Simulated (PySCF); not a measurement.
## Fractional electron number in Cu²⁺ (copper, charge +2)

The 3d beta orbital of [Ar] 3d9 is emptied in steps (occupation f), with all orbitals relaxed, ending at [Ar] 3d8. All numbers are calculated (PySCF 2.14, the spin-free X2C one-electron Hamiltonian (Gaussian nucleus), in jorge-DZP-DKH (8s6p2d1f, 43 functions)). The exact energy is a straight line in f; departures are measured from the line between the end points of the same method.

Task: Among BHandHLYP, wB97X, CAM-B3LYP, which shows the largest delocalisation error (convex curve), and which is closest to linear?

Result: Most convex: CAM-B3LYP (-1.110 eV at f = 0.4); closest to linear: BHandHLYP (-0.675 eV).

| f | BHandHLYP (eV) | wB97X (eV) | CAM-B3LYP (eV) |
| --- | --- | --- | --- |
| 1 | 0.000 | 0.000 | 0.000 |
| 0.8 | -0.434 | -0.536 | -0.725 |
| 0.6 | -0.663 | -0.815 | -1.099 |
| 0.4 | -0.675 | -0.827 | -1.110 |
| 0.2 | -0.458 | -0.559 | -0.747 |
| 0 | 0.000 | 0.000 | 0.000 |

```
   method  E(f=0) − E(f=1) (eV)  −ε at f=1 (eV)  −ε at f=0.4 (eV)
BHandHLYP                36.565          33.904            37.067
    wB97X                36.903          33.604            37.532
CAM-B3LYP                37.386          32.896            38.255
```

Reference removal energy between the ground levels: 36.841 ± 0.012 eV (measured; NIST Atomic Spectra Database, ionization energies). The calculation has no spin-orbit coupling. The determinant left behind need not be the lowest term of the ion.
